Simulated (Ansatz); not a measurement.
Isolated molecules relaxed with PBE0-D4/def2-TZVP in Ansatz; ΔE leaves out vibrations. CBS: MP2 limit from def2 TZ/QZ plus the TZ coupled-cluster correction, frozen cores. This one scheme is used for every species. For Ge outer-core shells are correlated without core-valence functions, which leaves a few kJ/mol of doubt a bond. Scalar relativity is left out up to krypton. One conformer a species, not always the lowest.

`CS[S][GeH3]` + `SS` → `S[S][GeH3]` + `CSS`  (ligand exchange at a Ge–S bond)

```csv
level,ΔE (kJ/mol)
HF/def2-SVP,-0.1
HF/CBS(def2),-1.0
```

What does CCSD(T)/CBS give? (Best estimate.)

The calculation gave: +2.0 kJ/mol. The listed levels differ from it by -2.1, -3.0 kJ/mol.

What do rigid-rotor, harmonic-oscillator terms from PBE0-D4/def2-TZVP frequencies (298.15 K, 1 bar) make of the CCSD(T)/CBS value? (Best estimate.)

Ansatz gave: ΔZPE = +0.3 kJ/mol, ΔH = +1.7 kJ/mol, ΔS = 7 J/(mol·K), ΔG = -0.3 kJ/mol.

Largest T1 diagnostic among the species: 0.012.

Leaving LDA and LC-ωPBE aside and taking each functional with its dispersion term where it has one, the values, not all of them listed here, spread over 1.5 kJ/mol, from B2PLYP to revPBE-D4.
